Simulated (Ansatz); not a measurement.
C2H9GeN (SMILES C[N](C)[GeH3]), singlet, at a GFN2-xTB geometry; R2SCAN/6-31G* (Ansatz, a quantum-chemistry and plane-wave program).

Input for Ansatz:
Ansatz 0.2 input:
```yaml
crystal:
  periodic: [false, false, false]
  atoms:
    - {symbol: Ge, position_ang: [0.92935702, -0.28650529, 0.04793551]}
    - {symbol: N, position_ang: [-0.77150432, 0.35437632, 0.16300109]}
    - {symbol: C, position_ang: [-1.85646993, -0.56140596, 0.43902133]}
    - {symbol: C, position_ang: [-1.18220355, 1.43391989, -0.70757720]}
    - {symbol: H, position_ang: [1.28199185, -1.10808972, -1.17442682]}
    - {symbol: H, position_ang: [1.10877542, -1.14289727, 1.25916658]}
    - {symbol: H, position_ang: [1.80679129, 0.92270938, 0.07218174]}
    - {symbol: H, position_ang: [-2.67966178, -0.02164837, 0.91557617]}
    - {symbol: H, position_ang: [-2.24665798, -1.04271902, -0.46735166]}
    - {symbol: H, position_ang: [-1.50716463, -1.33689687, 1.12034042]}
    - {symbol: H, position_ang: [-1.52919155, 1.08044675, -1.68741240]}
    - {symbol: H, position_ang: [-1.99965589, 1.99066213, -0.24078246]}
    - {symbol: H, position_ang: [-0.34208025, 2.11088437, -0.86090034]}
basis:
  gaussian:
    orbitals: 6-31G*
hamiltonian:
  xc: r2scan
```

It wrote (shortened):

```
Functional definition: r2SCAN
1281 factors; their error is unknown
mean field evaluation 1: about -60210.4857 eV, gradient 5.8e1 eV
mean field evaluation 2: about -60190.1243 eV, gradient 1.1e2 eV
mean field evaluation 4: about -60217.8615 eV, gradient 6.0e0 eV
mean field evaluation 8: about -60217.9447 eV, gradient 1.1e-1 eV
mean field evaluation 16: about -60217.8821 eV, gradient 5.6e-5 eV
mean field -60217.88206708 eV, -2212.9663488188 hartree, gradient 1.2e-5 eV, S^2 0.000000; 0 other end points of the search recorded, 0 dependent functions left out
reference -60217.88207811 eV, -2212.9663492242 hartree; 30, 30 occupied and 68, 68 virtual orbitals, 1281 factors
Total energy: -60217.88207811 eV, -2212.9663492242 hartree
```
